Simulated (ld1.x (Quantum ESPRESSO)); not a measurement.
**Sn, TM: configuration errors across variants**

| Item | Value |
| --- | --- |
| Element | tin (Sn) |
| Generator | ld1.x (Quantum ESPRESSO) 7.5 |
| Type | norm-conserving Troullier–Martins (Kleinman–Bylander form) |
| Functional | BP86 |
| Relativity | fully relativistic |
| Frozen core | [Kr] 4d10 |
| Valence charge | 4 |
| Reference configuration | 5s2 5p0 (charge +2) |
| Partial waves | 5p (bound, empty): rc 2.30 bohr; 5s (bound): rc 2.15 bohr |
| Local potential | the s channel |
| Core correction | Bessel-smoothed model core, default radius (core density twice the valence density) |

Open shells are filled in proportion to 2j + 1 (rel_dist='average').

All-electron excitation energies from the reference (eV): (1) 5s2 5p2 -21.186; (2) 5s2 5p1 -14.140; (3) 5s1 5p0 31.173; (4) 5s2 5p2.3 -22.080; (5) 5s1 5p2 -6.487; (6) 5s2 5p1.5 -18.489; (7) 5s1 5p3 -14.202.

The default core radius of the base comes out at 1.82 bohr.

Errors AE − PS in meV (a dash: test not solved or not reliable):

| change | (1) | (2) | (3) | (4) | (5) | (6) | (7) | bound ghosts |
| --- | --- | --- | --- | --- | --- | --- | --- | --- |
| base | -46 | -21 | -115 | -50 | -9.5 | -35 | -21 | none |
| core correction Bessel-smoothed model core inside 0.86 bohr | -46 | -21 | -116 | -50 | -9.6 | -35 | -21 | none |
| core correction Bessel-smoothed model core inside 1.14 bohr | -46 | -21 | -116 | -50 | -9.6 | -35 | -21 | none |
| core correction Bessel-smoothed model core inside 1.34 bohr | -46 | -21 | -116 | -50 | -9.6 | -35 | -21 | none |
| core correction Bessel-smoothed model core inside 1.54 bohr | -46 | -21 | -116 | -50 | -9.6 | -35 | -21 | none |
| core correction Bessel-smoothed model core inside 1.82 bohr | -46 | -21 | -115 | -50 | -9.5 | -35 | -21 | none |
| core correction Bessel-smoothed model core inside 2.04 bohr | -46 | -21 | -114 | -50 | -9.1 | -35 | -21 | none |
| core correction Bessel-smoothed model core inside 2.28 bohr | -46 | -21 | -110 | -50 | -8.5 | -35 | -21 | none |
| core correction Bessel-smoothed model core inside 2.62 bohr | -46 | -20 | -91 | -50 | -7.0 | -35 | -20 | none |

**Question.** Give the same row for: core correction none.

**Answer.** +44, +18, +98, +50, +43, +32, +72; bound ghosts: none.
